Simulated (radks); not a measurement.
Question: The niobium ion Nb21+, 20 electrons, occupied as [Ar] 4s2 (not the ground configuration). All-electron calculation, Dirac Kohn-Sham, LDA (Slater exchange, Perdew-Wang correlation), spin-unpolarised, spherical densities, finite nucleus; Fermi nuclear charge, rms radius 4.324 fm. Program: a radial shooting solver on a logarithmic mesh with Libxc functionals. Some entries of the table are withheld. Estimate them.

orbital  occ.  eigenvalue (eV)  <r> (bohr)
1s1/2       2        -19664.29     0.03614
2s1/2       2        -3513.751         (1)
2p1/2       2              (2)      0.1337
2p3/2       4              (3)      0.1380
3s1/2       2        -1171.380      0.4004
3p1/2       2        -1096.938      0.3868
3p3/2       4        -1076.076      0.3942
3d3/2       0              (4)      0.3516
3d5/2       0              (5)      0.3538
4s1/2       2        -559.5224      0.7964
4p1/2       0        -529.5169      0.7978
4p3/2       0        -522.6667      0.8083

Answer: 
(1) 2s1/2 <r> (bohr): 0.1567
(2) 2p1/2 eigenvalue (eV): -3304.687
(3) 2p3/2 eigenvalue (eV): -3208.149
(4) 3d3/2 eigenvalue (eV): -959.4402
(5) 3d5/2 eigenvalue (eV): -954.9268
